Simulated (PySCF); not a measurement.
**Spin states of GeH**

Unrestricted PBE0; PySCF, no relativity, basis sets Ge def2-TZVPP, H def2-TZVPP. Outer shells of the fragments: Ge 3d10 4s2 4p2; H 1s1.

Followed along the bond (rough minima from three points):

```csv
2Ms+1,unpaired,⟨S²⟩ at the start,R at minimum (Å),Te (eV)
2,π ↑,0.75,1.60,0.00
4,"σ ↑, π ↑↑",3.75,1.58,1.85
```

Solutions found at the starting distance of 1.480 Å, counted from the lowest of them; the search is not exhaustive and high or unbound solutions are not listed, so other states can lie among these:

```
2Ms+1   unpaired   term  E (eV)  ⟨S²⟩  ⟨Lz²⟩  μ (D)
    2        π ↑     ²Π    0.00  0.75   1.01   0.22
    4  σ ↑, π ↑↑    ⁴Σ⁻    1.80  3.75   0.00   0.15
    2  σ ↑, π ↑↓  mixed    2.54  1.76   2.02   0.28
    2  σ ↓, π ↑↑  mixed    2.58  1.77   0.00   0.37
    2        σ ↑  mixed    3.48  0.76   2.01   0.28
    4  σ ↑↑, π ↑     ⁴Π    6.56  3.75   1.00   0.11
    2        π ↑     ²Π    7.49  0.78   1.01   0.14
```

A term symbol is given only where ⟨S²⟩ and ⟨Lz²⟩ are close to those of a pure state; real π, δ and φ orbitals otherwise mix terms. A positive dipole means Ge(−)H(+).

Q: Compare the gap between the two lowest followed solutions at the starting distance with the gap between their minima.

A: At PBE0 the second solution (quartet, unpaired electrons σ ↑, π ↑↑) lies +1.80 eV from the first (doublet, unpaired electrons π ↑) at 1.480 Å and +1.85 eV at the minima; the two curves relax by different amounts, since their minima lie near 1.58 and 1.60 Å.

Spin–orbit coupling is left out. Counting both spins, an empty level lies below a filled one in some of these solutions, because spin and occupation are held.
